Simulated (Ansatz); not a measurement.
In(F)(Me)(NH2) (CH5FInN), SMILES [CH3][In]([NH2])[F].

Geometry optimised at B3LYP-D3(BJ)/def2-SVP. The structure was generated by enumeration; whether it is a known compound was not checked. The def2 effective core potentials stand for the cores of In; spin–orbit coupling is left out. Other conformers were not sampled.

Two levels are set side by side: PBE/def2-SVPD (Ansatz, a program for electronic structure) and CAM-B3LYP/def2-SVPD (Ansatz). Energy differences of separate SCF runs at the same geometry; the states with an electron removed or added have multiplicity 2 and 2. Differences are taken from unrounded values.

```csv
quantity,CAM-B3LYP
vertical ionisation energy (eV),9.70
vertical singlet–triplet gap (eV),4.58
```

Q: What does PBE give, and how far is it from CAM-B3LYP? (Estimate from the structure and the level; the computed values follow.)

A: 
```csv
quantity,PBE,PBE minus CAM-B3LYP
vertical ionisation energy (eV),9.39,-0.31
vertical singlet–triplet gap (eV),4.25,-0.34
```
